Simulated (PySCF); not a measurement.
**Radial density of Zr (zirconium, neutral)**

UHF, [Kr] 4d2 5s1 5p1, one real determinant (an excited configuration). All numbers are calculated (PySCF 2.14, scalar relativity through the core potential, in aug-cc-pwCVDZ-PP with ECP28MDF). This is the valence pseudo-density: the core potential removes the inner electrons and smooths the orbitals near the nucleus.

| r (bohr) | 4πr²ρ (e/bohr) | 4πr²(ρα − ρβ) |
| --- | --- | --- |
| 0.0368 | 1.122e-05 | 0.0000 |
| 0.0620 | 3.468e-05 | 0.0000 |
| 0.104 | 0.0001379 | 0.0000 |
| 0.175 | 0.0009930 | 0.0001 |
| 0.295 | 0.01573 | 0.0020 |
| 0.496 | 0.4548 | 0.0375 |
| 0.834 | 5.485 | 0.3682 |
| 1.40 | 7.423 | 0.9589 |
| 2.36 | 1.779 | 1.0117 |
| 3.97 | 0.6795 | 0.6734 |
| 6.68 | 0.1357 | 0.1357 |
| 11.2 | 0.003432 | 0.0034 |

⟨L²⟩ = 14.05 against 20 for a pure G term, so this real determinant mixes terms. Energies and moments cover only the electrons outside the core potential.
